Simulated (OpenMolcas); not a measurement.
**I5+: RASPT2 settings compared**

- Program: OpenMolcas
- Basis: ANO-R3 [8s7p5d4f3g2h]
- Scalar Hamiltonian: X2C, finite nucleus
- Active space: 2 electrons in 9 orbitals (RAS2 5s 5p; RAS3 5d, at most 2 electrons)
- State averaging: 2S+1 = 1 even, 7 roots; 2S+1 = 3 even, 3 roots kept (CI in the orbitals of an earlier block); 2S+1 = 1 odd, 3 roots; 2S+1 = 3 odd, 3 roots kept (CI in the orbitals of an earlier block)
- Spin-orbit coupling: state interaction with AMFI integrals over the reference wave functions, term energies averaged over their components

Methods on the same reference wave functions:
A. RASSCF
B. SS-RASPT2, IPEA 0.3 Eh, sigma2 regulariser 0.5 Eh (closed shells correlated: 4d)
C. SS-RASPT2, IPEA 0 Eh, sigma2 regulariser 0.3 Eh (closed shells correlated: 4s 4p 4d)
D. MS-RASPT2, IPEA 0.3 Eh, sigma2 regulariser 0.5 Eh (closed shells correlated: 4d)
E. MS-RASPT2, IPEA 0 Eh, sigma2 regulariser 0.3 Eh (closed shells correlated: 4s 4p 4d)
F. XMS-RASPT2, IPEA 0 Eh, imaginary shift 0.2 Eh (closed shells correlated: 4d)

Energies in cm-1 above 5s2 1S0, the measured ground level; measured values from the list in Rauch et al., Astron. Astrophys. 606, A105 (2017).

| Level | A | B | C | D | E | F | Measured |
| --- | --- | --- | --- | --- | --- | --- | --- |
| 5s2 1S0 | 0.0 | 0.0 | 0.0 | 0.0 | 0.0 | 0.0 | 0.0 |
| 5s 5p 3P* 0 | 82401 | 88200 | 88440 | 88780 | 89080 | 89620 | 85666 |
| 5s 5p 3P* 1 | 85435 | 91060 | 91290 | 91640 | 91930 | 92470 | 89262 |
| 5s 5p 3P* 2 | 93288 | 99090 | 99330 | 99670 | 99970 | 100510 | 99685 |
| 5s 5p 1P* 1 | 130066 | 125750 | 125520 | 126330 | 126160 | 126770 | 127424 |

Deviations, from unrounded energies. A percentage is the sum of absolute deviations over the sum of measured energies, with the sign that they share, or ± where signs differ.

```
           Against measurement  Levels     A     B     C     D     E     F
mean absolute deviation (cm-1)       4  4000  1700  1800  1700  1900  2200
      other configurations (%)       4  ±4.0  ±1.6  ±1.8  ±1.6  ±1.9  ±2.1
```

B, D lie about equally close to measurement and A furthest from it. The largest miss of B in the table is 5s 5p 3P* 0, by +2500 cm-1. The ranking rests on the paired levels alone, and a cruder setting can come out closer through cancelling errors.

Among B to F the level of the table that moves most is 5s 5p 3P* 0, by 1400 cm-1 (lowest in B, highest in F). Moves below CASPT2's spread within the term are not significant.

The two smallest mean deviations differ by little beside CASPT2's spread within terms, so their order carries little weight.

The lowest spin-free term lies below A's lowest term by 0.503 hartree in B, 0.797 hartree in C, 0.506 hartree in D, 0.800 hartree in E, 0.513 hartree in F.

Terms from blocks run as CI alone lack orbitals of their own. Active for correlation alone: 5d; no level in the range computed is led by a configuration that fills it, so any true level of that kind is missing. Measured partners are found by configuration, term and J. A level has none where our copy of the source lacks it or the pairing is in doubt (some pairs that miss far off the trend of their configuration count as doubtful), and it then counts in no deviation. Levels of configurations outside the active space are missing. The table leaves out levels that lie high or whose names do not pair safely across all columns.

* marks odd parity.
